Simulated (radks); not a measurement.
Problem. These are the eigenvalues of the occupied orbitals of an atom or ion with whole-number occupations (eV). Calculated with a radial shooting solver on a logarithmic mesh with Libxc functionals: scalar-relativistic Kohn-Sham, PBEsol, spin-polarised, spherical densities, finite nucleus; Fermi nuclear charge, rms radius of each element as measured or else 0.836 A^(1/3) + 0.57 fm.

orbital  eigenvalue
1s up     -90586.10
1s down   -90586.06
2s up     -16277.60
2s down   -16277.58
2p up     -13932.27
2p down   -13932.25
3s up     -3928.961
3s down   -3928.941
3p up     -3258.531
3p down   -3258.508
3d up     -2583.154
3d down   -2583.134
4s up     -901.1697
4s down   -901.1366
4p up     -681.3716
4p down   -681.3356
4d up     -429.6491
4d down   -429.6085
5s up     -157.4521
5s down   -157.3602
4f up     -152.4078
4f down   -152.3614
5p up      -95.6215
5p down    -95.5285
5d up      -26.9612
5d down    -26.6551
6s up      -15.0005
6s down    -13.4377
6p up       -5.2000

Which element is it, and in what charge state? The configuration may be excited. Open shells, if any, are filled with parallel spins first.

Solution. Z = 83, bismuth, charge 0: Bi in [Hg] 6p3. The list shows which subshells hold electrons but not how many an open one holds; the 1s level, -3329 hartree, gives Z - s = 81.6 by -(Z - s)^2/2, which with screening and relativity narrows Z to a few neighbours, and the depths of the outer levels then fix element, charge and occupations together.
